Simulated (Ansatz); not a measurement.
Isolated molecules relaxed with PBE0-D4/def2-TZVP in Ansatz; ΔE leaves out vibrations. CBS: MP2 limit from def2 TZ/QZ plus the TZ coupled-cluster correction, frozen cores. This one scheme is used for every species. Functionals use def2-TZVPP. Each species was taken in one conformer, which may not be the lowest.

Consider the hydrogenolysis of a B–O bond: `COB(N)O[SiH3]` + H₂ → `NBO[SiH3]` + CH₃OH.

```tsv
level	ΔE (eV)
PBE	0.84
MP2/def2-TZVPP	1.00
SCS-MP2/def2-TZVPP	0.95
CCSD(T)/def2-TZVPP	0.97
```

Question: What does CCSD(T)/CBS give? (Estimate.)

Answer: The calculation gave: +0.97 eV. The listed levels differ from it by -0.13, 0.03, -0.02, 0.00 eV.

Largest T1 diagnostic among the species: 0.012.

In def2-TZVPP, CCSD(T) changes the Hartree–Fock value by +0.10 eV (the triples alone add +0.03 eV) and MP2 by +0.13 eV. The D4 term adds +0.13 eV with B3LYP and +0.07 eV with PBE0; it sums over pairs of atoms, weighted by their polarisabilities, and B3LYP, whose exchange is more repulsive, gets the larger term.

B3LYP here is the variant with VWN-RPA as its local correlation; programs differ in this.
